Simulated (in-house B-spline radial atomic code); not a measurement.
# Excitations of the calcium ion Ca¹⁶⁺ by several methods

Full response, energies in eV; labels give the largest channel, * marks a mixed state, a dash one above the method's threshold, and an imaginary frequency an unstable closed-shell reference. Computed with a B-spline radial code for spherical atoms: linear response of the closed shell [He] 2s2 with each method's own kernel (bare exchange for TDHF, static screening on G0W0 levels for BSE, the adiabatic kernel for functionals); non-relativistic, point nucleus, no spin-orbit coupling, no double excitations, S, P, D and F terms only.

| method | 2s → 2p 3P | 2s → 2p 1P | 2s → 3s 3S | α (bohr³) |
| --- | --- | --- | --- | --- |
| TDHF | 20.010 | 53.30 | 609.49 | 0.04474 |
| PBE | 24.892 | 55.43 | 608.16 | 0.04223 |
| CAM-B3LYP | ? | ? | ? | ? |
| LC-wPBE | 24.433 | 55.21 | 607.62 | 0.0425 |
| PBEsol | ? | ? | ? | ? |
| RPBE | 24.869 | 55.94 | 607.79 | 0.0424 |

**Question.** What does CAM-B3LYP give?

**Answer.** 2s → 2p 3P: 22.283; 2s → 2p 1P: 54.44; 2s → 3s 3S: 601.98; α: 0.04325 (eV, bohr³).

**Question.** What does PBEsol give?

**Answer.** 2s → 2p 3P: 25.371; 2s → 2p 1P: 55.62; 2s → 3s 3S: 607.79; α: 0.04213 (eV, bohr³).
